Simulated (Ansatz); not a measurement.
Basis-set extrapolation for C$_{2}$H$_{4}$B$_{2}$ (`BC1=CB1`) (PBE0-D4/def2-TZVP geometry, frozen core, the Gaussian-basis code of Ansatz). Multiplicity 1, RHF reference.

```
                      def2-TZVPP   def2-QZVPP
                 HF  -127.401902  -127.407682
    MP2 correlation    -0.505983    -0.537825
CCSD(T) correlation    -0.561919      not run
```

Energies in hartree. Use E(X) = E(∞) + A·exp(−7.88·√X) for Hartree–Fock and E(X) = E(∞) + B·X^(−2.97) for correlation, with X = 3 and 4, and add CCSD(T) minus MP2 of the smaller set to the MP2 limit.

Q: What is the CCSD(T) energy at the basis-set limit?

A: HF limit: -127.407682 + (-0.005780) × 0.13774 = -127.40848. MP2 limit: -0.537825 + (-0.031842) × 0.74074 = -0.56141. Higher-order term: -0.561919 − (-0.505983) = -0.05594. Total: -128.02583 hartree, 38.9 kcal/mol below CCSD(T)/def2-TZVPP.
